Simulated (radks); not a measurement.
The palladium ion Pd42+, 4 electrons, occupied as [He] 2s2 (the NIST ground configuration). Calculated with a radial shooting solver on a logarithmic mesh with Libxc functionals: scalar-relativistic Kohn-Sham, PBE, spin-polarised, spherical densities, point nucleus.

Radial electron density D(r) = 4 pi r^2 rho(r):

| r (bohr) | D(r) (e/bohr) |
|---|---|
| 0.002562 | 5.861 |
| 0.003104 | 8.003 |
| 0.003761 | 10.81 |
| 0.004557 | 14.41 |
| 0.005477 | 18.71 |
| 0.006637 | 24.12 |
| 0.008042 | 30.38 |
| 0.009744 | 37.20 |
| 0.01181 | 44.03 |
| 0.01419 | 49.76 |
| 0.0172 | 53.80 |
| 0.02083 | 54.67 |
| 0.02525 | 51.53 |
| 0.03059 | 44.34 |
| 0.03677 | 34.81 |
| 0.04455 | 24.52 |
| 0.05398 | 16.76 |
| 0.06541 | 13.52 |
| 0.07925 | 14.50 |
| 0.09603 | 16.98 |
| 0.1154 | 17.58 |
| 0.1399 | 14.71 |
| 0.1695 | 9.425 |
| 0.2053 | 4.440 |
| 0.2488 | 1.461 |
| 0.2991 | 0.3380 |
| 0.3624 | 0.04472 |
| 0.4391 | 0.003232 |

D(r) has 2 maxima, at r = 0.0199, 0.109 bohr, and minima at 0.0681 bohr, inside which lie 2.07 electrons.
